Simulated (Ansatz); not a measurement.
Basis-set series for `[NH2][SnH2][F]`. The species carries charge 0 and has multiplicity 1. Sn: def2 effective core potential. The geometry is a stationary point of PBE0-D4/def2-TZVP. It is one conformer, not always the lowest.

```xyz
7

N    -1.224   -0.105   -0.267
Sn    0.719    0.062    0.154
F     0.791    0.546    2.017
H    -1.628    0.574   -0.893
H    -1.584   -1.025   -0.468
H     1.420    1.391   -0.639
H     1.507   -1.443    0.096
```

| functional | basis | functions | energy (Eh) | HOMO (eV) | LUMO (eV) |
| --- | --- | --- | --- | --- | --- |
| PBE0-D4 | def2-SVP | 74 | -371.02524 | -7.42 | 0.24 |
| PBE0-D4 | def2-TZVPP | 168 | -371.24128 | -7.68 | -0.20 |
| ωB97M-V | def2-SVP | 74 | -371.07051 | -9.78 | 1.98 |
| ωB97M-V | def2-TZVPP | 168 | -371.29336 | -10.06 | 1.21 |

Question: Give the rows for def2-QZVPP. (Best estimate.)

Answer: Ansatz gave: 
| functional | basis | functions | energy (Eh) | HOMO (eV) | LUMO (eV) |
| --- | --- | --- | --- | --- | --- |
| PBE0-D4 | def2-QZVPP | 316 | -371.25376 | -7.72 | -0.36 |
| ωB97M-V | def2-QZVPP | 316 | -371.30544 | -10.11 | 0.87 |

Positive LUMOs are unbound and depend on the basis.
